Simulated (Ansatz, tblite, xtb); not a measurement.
## How methods differ on Si2H5Br (SMILES [SiH3][SiH2]Br)

Si2H5Br has 8 atoms, charge 0, and is taken as a singlet. SMILES: `[SiH3][SiH2]Br`. Geometry: relaxed at PBE0-D4/def2-TZVP.

```
atom    x (Å)    y (Å)    z (Å)
  Si  -0.6900   0.9027  -0.3984
  Si   0.5158  -0.9694   0.3088
  Br   2.5008  -0.2802   1.0592
   H  -2.0235   0.4796  -0.9057
   H   0.0562   1.5862  -1.4860
   H  -0.8709   1.8340   0.7446
   H  -0.1598  -1.6842   1.4209
   H   0.7635  -1.9259  -0.7993
```

Each level gives the dipole moment (D). The values are calculated.

| level | kind | program | value (D) | CPU time |
| --- | --- | --- | --- | --- |
| IPEA1-xTB | semi-empirical | tblite | 1.34 | under 2 s |
| GFN2-xTB | semi-empirical | xtb | 5.11 | under 2 s |
| GFN1-xTB | semi-empirical | tblite | 1.25 | under 2 s |
| GFN0-xTB | semi-empirical | xtb | 1.39 | under 2 s |
| HF/STO-3G | Hartree–Fock | Ansatz | 2.56 | 1 s |
| HF/3-21G | Hartree–Fock | Ansatz | 2.36 | 1.6 s |
| HF/def2-SVP | Hartree–Fock | Ansatz | 1.74 | 4.7 s |
| SVWN5/pcseg-2 | LDA | Ansatz | 1.51 | 18 s |
| B3LYP/6-31G* (spherical functions) | global hybrid | Ansatz | 1.77 | 8.5 s |
| B3LYP/6-31G* (Cartesian functions) | global hybrid | Ansatz | 1.76 | 8.9 s |

All-electron rows without a relativistic Hamiltonian named are non-relativistic. The values span 1.25 to 5.11 D. Sets without polarisation functions give poor dipoles. Without the sets that lack polarisation functions the rows with a basis span only 1.51 to 1.77 D. CPU times are rough (shared hosts, several kinds of processor): they show what a rung costs within a factor of a few.
